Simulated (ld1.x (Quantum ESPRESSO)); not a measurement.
## What one change does to a pseudopotential (Cs, ultrasoft)

```
Element                 : Cs (Z = 55)
Generator               : ld1.x (Quantum ESPRESSO) 7.5
Type                    : ultrasoft
Functional              : PBEsol
Relativity              : scalar-relativistic
Frozen core             : [Kr] 4d10
Valence charge          : 9
Reference configuration : 5s2 5p6 5d0 6s1 6p0
Partial waves           : 5s (bound): rcut 2.30, rcutus 3.10 bohr; 6s (bound): rcut 2.30, rcutus 3.10 bohr; 5p (bound): rcut 2.85, rcutus 3.30 bohr; 6p (bound, empty): rcut 2.85, rcutus 3.30 bohr; 5d (bound, empty): rcut 4.40, rcutus 4.80 bohr; 5d channel at 3.05 Ry: rcut 4.40, rcutus 4.80 bohr
Local potential         : all-electron potential smoothed inside 3.60 bohr (lloc = -2)
Core correction         : a·sin(br)/r model core inside 3.00 bohr
Augmentation charge     : PSQ, inside the norm-conserving radii
```

All-electron outer shells of the reference configuration (PBEsol, scalar-relativistic, ld1.x):

```csv
shell,level (eV),outermost node (bohr),outermost maximum (bohr)
4p,-160.62,0.36,0.67
4d,-74.20,0.33,0.72
5s,-26.79,0.82,1.54
5p,-13.55,0.89,1.79
6s,-2.08,2.11,4.80
6p,-0.73,2.61,6.64
5d,-0.38,1.06,3.42
```

Change: waves 5p (bound): rcut 1.86, rcutus 1.98 bohr; 6p (bound): rcut 1.86, rcutus 1.98 bohr.

Cutoffs: the cutoffs (Ry, on a coarse ladder) from which the occupation-weighted sum of valence levels, in a spherical-Bessel basis at the reference potential, stays within 10 and 1 mRy of its value at 400 Ry; they do not see the model core or the augmentation charge, which bear on the density cutoff. Errors are all-electron minus pseudo energies relative to the spin-unpolarised reference configuration.

Task: Predict the effect on cutoff, ghosts and configuration errors.

Result: The potential gets harder (8 Ry and 12 Ry → 15 Ry and 25 Ry); of the 7 tests that both files solve, the error grows in 0 and shrinks in 3 by more than 15 % and 0.3 meV (median size 3.4 → 2.7 meV); the range in which the p phases agree widens (upper end 1.6 → 4.5); neither file shows a bound ghost. A smaller radius makes the pseudo-wave follow the all-electron one further in, where it bends more sharply, so more plane waves are needed. Less of the atom is replaced, so other configurations are described better.

```csv
quantity,base,changed
"cutoff, loose",8 Ry,15 Ry
"cutoff, tight",12 Ry,25 Ry
loose cutoff by channel (10 mRy a level),"s 6 Ry, p 6 Ry","s 6 Ry, p 10 Ry"
bound ghosts,none,none
"error for 5s2 5p6 5d0 6s0 6p0, meV [ΔE 3.79 eV]",-0.4,-0.3
"error for 5s2 5p6 5d0 6s0.5 6p0, meV [ΔE 1.46 eV]",-0.1,-0.1
"error for 5s2 5p6 5d0 6s0 6p1, meV [ΔE 1.35 eV]",-1.4,0.0
"error for 5s2 5p5 5d0 6s1 6p0, meV [ΔE 17.89 eV]",-195,-6.5
"error for 5s2 5p6 5d1 6s0 6p0, meV [ΔE 1.66 eV]",-11,-11
"error for 5s1 5p6 5d0 6s1 6p0, meV [ΔE 31.74 eV]",-74,+2.7
"error for 5s2 5p6 5d0.5 6s0.5 6p0, meV [ΔE 0.84 eV]",-3.4,-3.3
s: phases at 5.20 bohr within 0.05 rad from the reference energy up to (Ry; the scan ends near 5),3.4,3.4
p: phases at 5.20 bohr within 0.05 rad from the reference energy up to (Ry; the scan ends near 5),1.6,4.5
d: phases at 5.20 bohr within 0.05 rad from the reference energy up to (Ry; the scan ends near 5),0.1,0.1
lowest overlap eigenvalue by channel,"s 0.09, p 0.10, d 1.00","s 0.09, p 0.72, d 1.00"
```
